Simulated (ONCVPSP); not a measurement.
## What one change does to a pseudopotential (beryllium (Be), ONCV)

- Element: Be (Z = 4)
- Generator: ONCVPSP 4.0.1
- Type: optimised norm-conserving Vanderbilt (ONCV)
- Functional: LDA (Perdew-Wang 92)
- Relativity: scalar-relativistic
- Frozen core: [He]
- Valence charge: 2
- Reference configuration: 2s1 2p1
- Partial waves: 2s: rc 1.95 bohr, ncon 4, nbas 7, qcut 3.9 1/bohr, 1 projector; 2p: rc 3.95 bohr, ncon 4, nbas 8, qcut 4.4 1/bohr, 1 projector; d scattering state at 0.05 Ha: rc 4.30 bohr, ncon 4, nbas 8, qcut 2.3 1/bohr, 2 projectors, debl 1 Ha
- Local potential: polynomial inside 1.40 bohr (lpopt 5, dvloc0 -1 Ha)
- Core correction: Teter function, fcfact 3, rcfact 1.8

Change: d: debl 0.25.

Cutoffs: the cutoffs (Ha) at which the residual kinetic energy of the hardest occupied pseudo-wave falls to 1 and 0.1 mHa per electron; they do not see the model core or the augmentation charge, which bear on the density cutoff. Errors are all-electron minus pseudo energies relative to the spin-unpolarised reference configuration.

Task: What does the change do?

Result: The potential gets neither clearly harder nor softer (5.6 Ha and 8.9 Ha → 5.6 Ha and 8.9 Ha); the bound ghosts move from p to d, p; the errors of the 4 common tests hardly move.

| quantity | base | changed |
| --- | --- | --- |
| cutoff, loose | 5.6 Ha | 5.6 Ha |
| cutoff, tight | 8.9 Ha | 8.9 Ha |
| bound ghosts | p | p, d |
| GHOST(+) flags under 300 eV | d at 186.5 eV | none |
| error for 2s2 2p0, meV [ΔE -3.52 eV] | -9.9 | -9.9 |
| error for 2s1 2p0, meV [ΔE 5.99 eV] | +36 | +36 |
| error for 2s1.5 2p0, meV [ΔE 0.23 eV] | +11 | +11 |
| error for 2s0 2p1, meV [ΔE 9.81 eV] | -61 | -61 |
| s: phases at 1.98 bohr within 0.05 rad from the reference energy up to (Ha; the scan ends near 5) | 1.2 | 1.2 |
| p: phases at 4.02 bohr within 0.05 rad from the reference energy up to (Ha; the scan ends near 5) | 0.2 | 0.2 |
| d: phases at 4.37 bohr within 0.05 rad from the reference energy up to (Ha; the scan ends near 5) | 2.0 | n/a |
| rms error of d²Exc/dni dnj with the model core, mHa | 1.33 | 1.33 |

 A true bound ghost makes a file unfit for plane-wave use even where its test errors are small: the radial tests pick states by their node count and pass the ghost by.
